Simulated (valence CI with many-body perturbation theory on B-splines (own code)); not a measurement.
**Ni XVI: one-electron terms**

Level of theory: configuration interaction combined with many-body perturbation theory (CI+MBPT): three valence electrons over a frozen Dirac-Fock core [Ne], a basis of 11 s, 11 p, 10 d, 8 f, 5 g, 2 h functions for each j, with the one-electron correlation potential Σ1 (screened to all orders), the two-electron term Σ2, the three-electron term Σ3, Breit, model QED; selected single and double excitations, second order for the rest, scaled by the run's own slope (own B-spline code, finite nucleus).

No measured levels were compared; by estimate levels of excited configurations hold to 0.05 to 0.15 % of their energy, terms of the ground configuration to about 0.5 %.

These are the spectroscopic orbitals of the CI (the correlating ones are not listed), shaped by the core and the other valence electrons. h is the expectation value of the core's Dirac-Fock operator, without the valence repulsion; Σ1 is computed up to l = 3 at one energy for each symmetry, that of its lowest orbital but kept below the first core excitation, so for empty shells it is not the orbital's own correlation shift; Breit and QED include the response of the core.

```
Orbital  h (hartree)  Σ1 (cm⁻¹)  Breit (cm⁻¹)  QED (cm⁻¹)  ⟨r⟩ (bohr)
  3s1/2      -22.271      -5375          1233         821      0.6290
  4s1/2      -11.784      -1681           458         311       1.202
  5s1/2      -7.2804       -732           211         145       1.974
  6s1/2      -4.9437       -391           116        79.5       2.928
  7s1/2      -3.5755       -234          70.3        48.4       4.070
  8s1/2      -2.7059       -152          45.9        31.6       5.399
  3p1/2      -20.842      -6274          1964       -68.8      0.6189
  4p1/2      -11.201      -1952           730       -24.9       1.220
  5p1/2       -6.994       -882           351       -11.9       2.010
  6p1/2      -4.7818       -478           196        -6.6       2.986
  7p1/2      -3.4753       -289           120        -4.0       4.149
  8p1/2      -2.6396       -188          79.0        -2.6       5.498
  3p3/2        -20.7      -6131          1214        -2.4      0.6237
  4p3/2      -11.145      -1920           444        -0.3       1.227
  5p3/2      -6.9665       -869           215        -0.1       2.018
  6p3/2      -4.7663       -472           120         0.0       2.996
  7p3/2      -3.4657       -286          73.4         0.0       4.161
  8p3/2      -2.6332       -186          48.2         0.0       5.512
  3d3/2       -18.76      -7029           689       -38.4      0.5696
  4d3/2      -10.421      -1942           256       -13.9       1.207
  5d3/2      -6.6159       -861           124        -6.7       2.027
  6d3/2      -4.5695       -464          69.4        -3.8       3.033
  7d3/2      -3.3441       -281          42.8        -2.3       4.225
  3d5/2      -18.737      -6926           268       -22.9      0.5708
  4d5/2       -10.41      -1911          98.7        -7.8       1.209
  5d5/2      -6.6105       -847          48.1        -3.6       2.029
  6d5/2      -4.5664       -457          27.0        -2.0       3.035
  7d5/2      -3.3421       -276          16.6        -1.2       4.228
  4f5/2       -10.08      -1169          11.3        -2.3       1.090
  5f5/2      -6.4442       -599           8.2        -1.4       1.927
  6f5/2      -4.4712       -345           5.4        -0.8       2.950
  7f5/2      -3.2827       -216           3.7        -0.6       4.161
  4f7/2      -10.077      -1163          -0.6         0.0       1.090
  5f7/2      -6.4424       -595          -0.4        -0.2       1.928
  6f7/2      -4.4702       -343          -0.3        -0.2       2.951
  7f7/2       -3.282       -215          -0.2        -0.1       4.162
  5g7/2       -6.409                      0.1        -0.4       1.710
  6g7/2      -4.4514                      0.1        -0.2       2.738
  7g7/2      -3.2702                      0.1        -0.1       3.954
  5g9/2      -6.4079                      0.0         0.3       1.711
  6g9/2      -4.4507                      0.0         0.1       2.739
  7g9/2      -3.2698                      0.0         0.1       3.954
  6h9/2      -4.4458                                            2.436
 6h11/2      -4.4454                                            2.436
```

Among the shells of the start configuration 3s2 3p1, Σ1 is largest in size for 3p1/2, where it is 0.14 % of h.

Lowest root of each symmetry, sizes in configuration state functions:

| J | Parity | Roots | Reference | Variational | Second order | Change by selected CI (cm⁻¹) | Change by second order (cm⁻¹) |
| --- | --- | --- | --- | --- | --- | --- | --- |
| 1/2 | even | 18 | 94 | 11312 | 24839 | -1288 | 0 |
| 3/2 | even | 28 | 145 | 19967 | 39973 | -1214 | 0 |
| 5/2 | even | 25 | 150 | 22152 | 49302 | -1267 | 0 |
| 7/2 | even | 13 | 114 | 17575 | 64860 | -2623 | -1 |
| 9/2 | even | 8 | 75 | 13305 | 53012 | -2967 | -2 |
| 11/2 | even | 2 | 31 | 8333 | 46811 | -11694 | -9 |
| 1/2 | odd | 18 | 92 | 12220 | 24805 | -2666 | 0 |
| 3/2 | odd | 27 | 146 | 18891 | 41547 | -2649 | 0 |
| 5/2 | odd | 22 | 144 | 20285 | 66892 | -1984 | -1 |
| 7/2 | odd | 15 | 111 | 18629 | 67531 | -2105 | -1 |
| 9/2 | odd | 7 | 61 | 12780 | 51690 | -2073 | -2 |
| 11/2 | odd | 3 | 26 | 10185 | 47054 | -3761 | -1 |
